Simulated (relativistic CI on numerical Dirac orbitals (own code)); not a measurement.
**Fe²⁺ in a cubic cluster: 2p photoemission with charge transfer**

Computed with a charge-transfer multiplet model of a cubic metal-ligand cluster with up to 2 ligand holes, Slater and spin-orbit integrals from Dirac-Coulomb-Breit ions, Slater integrals scaled by 0.7. The ground state mixes d6 with configurations of k ligand holes L, whose averages lie at kΔ + k(k − 1)U_dd/2; a core hole lowers each added d electron by U_cd. 300 K, Lorentzian 0.6 eV and Gaussian 0.8 eV FWHM.

Atomic integrals in eV (Slater integrals scaled, ζ unscaled), ground: F2dd 7.632, F4dd 4.739, zeta_d 0.049; with the core hole: F2dd 8.932, F4dd 5.587, zeta_d 0.075, zeta_core 8.130, F2cd 5.236, G1cd 3.950, G3cd 2.245.

Cluster parameters (eV): U_dd = 6, U_cd = 6.6, 10Dq = 0.4, 10Dq(ligand) = 0.2, V(eg) = 2.6, V(t2g) = -1.35, final-state hopping factor = 0.8.

```tsv
Case	n_d	d6	d7L	d8L2	S
Δ = 3.9 eV	6.31	0.71	0.27	0.02	2.00
Δ = 4.9 eV	6.25	0.76	0.23	0.01	2.00
Δ = 5.9 eV	6.21	0.80	0.19	0.01	2.00
```

Weights, n_d and S are thermal averages at 300 K. Binding energies count from the first peak over 30 % of the highest in each spectrum, which can be another peak from case to case. The parameters are a model scan and need not match a compound or its usual spin state. Peaks in eV (height, largest 100):
- Δ = 3.9 eV: 0.0 (100), 6.2 (26), 13.6 (62), 20.0 (15)
- Δ = 4.9 eV: 0.0 (100), 6.0 (23), 9.8 (8), 13.6 (62), 19.6 (12)
- Δ = 5.9 eV: 0.0 (100), 6.0 (20), 9.9 (7), 13.6 (62), 19.4 (9)

Curve for Δ = 4.9 eV (points under 2 left out, the grid thinned):

(E (eV), Intensity): (-3.6, 2.0), (-3.0, 2.8), (-2.4, 4.3), (-1.8, 7.8), (-1.2, 20.4), (-0.6, 66.2), (0.0, 100.0), (0.6, 86.8), (1.2, 72.7), (1.8, 57.2), (2.4, 40.3), (3.0, 31.5), (3.6, 27.1), (4.2, 23.7), (4.8, 20.7), (5.4, 21.5), (6.0, 23.4), (6.6, 21.7), (7.2, 18.7), (7.8, 12.8), (8.4, 9.8), (9.0, 8.4), (9.6, 8.3), (10.2, 8.2), (10.8, 7.5), (11.4, 7.3), (12.0, 10.2), (12.6, 24.9), (13.2, 53.8), (13.8, 60.8), (14.4, 46.8), (15.0, 30.1), (15.6, 17.0), (16.2, 10.7), (16.8, 8.1), (17.4, 7.4), (18.0, 7.3), (18.6, 8.4), (19.2, 10.9), (19.8, 11.5), (20.4, 10.1), (21.0, 7.9), (21.6, 5.0), (22.2, 3.5), (22.8, 2.1)

For the case Δ = 4.9 eV, Δ = 4.9 eV is smaller than U_dd = 6 eV, the charge-transfer side of the Zaanen-Sawatzky-Allen scheme. With the core hole the configuration with one ligand hole lies at Δ − U_cd = -2.7, -1.7, -0.7 eV from the one without, in the order of the table; where this is negative the screened configuration lies lower, though the effective hopping of about 3.2 eV (from the holes of the mixed ground state) mixes the two strongly wherever it is as large as the gap.
